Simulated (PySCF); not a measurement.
r2SCAN on Te⁻ (tellurium, charge -1), [Kr] 4d10 5s2 5p5, 2P determinant. All numbers are calculated (PySCF 2.14, scalar relativity through the core potential, in aug-cc-pVTZ-PP with ECP28MDF (6s5p4d2f, 55 functions)).

```
cycle= 1 E= -268.162639351056  delta_E= -0.00776  |g|= 0.0204  |ddm|= 0.42
cycle= 2 E= -268.162798478111  delta_E= -0.000159  |g|= 0.0216  |ddm|= 0.119
cycle= 3 E= -268.16316116648  delta_E= -0.000363  |g|= 0.00425  |ddm|= 0.0524
cycle= 4 E= -268.163167613701  delta_E= -6.45e-06  |g|= 0.000707  |ddm|= 0.00744
cycle= 5 E= -268.163168708348  delta_E= -1.09e-06  |g|= 0.000114  |ddm|= 0.00381
cycle= 6 E= -268.163168757285  delta_E= -4.89e-08  |g|= 3.93e-05  |ddm|= 0.000923
cycle= 7 E= -268.163168762482  delta_E= -5.2e-09  |g|= 4.52e-06  |ddm|= 0.00038
cycle= 8 E= -268.163168762525  delta_E= -4.35e-11  |g|= 3.44e-07  |ddm|= 3.73e-05
converged SCF energy = -268.163168762525  <S^2> = 0.75730253  2S+1 = 2.0072892
```

Highest occupied orbital energy: 0.603 eV; ⟨L²⟩ = 2.04; populations by l: s 4.00, p 11.00, d 10.00, f 0.00.

Question: Can this result be used?

Answer: With care. The calculation finished and met its thresholds. Energies and moments cover only the electrons outside the core potential. At r2SCAN the highest occupied level has a positive energy, so only the finite basis holds that electron; in a semilocal or global hybrid functional this comes from self-interaction and does not mean that the real anion is unbound.
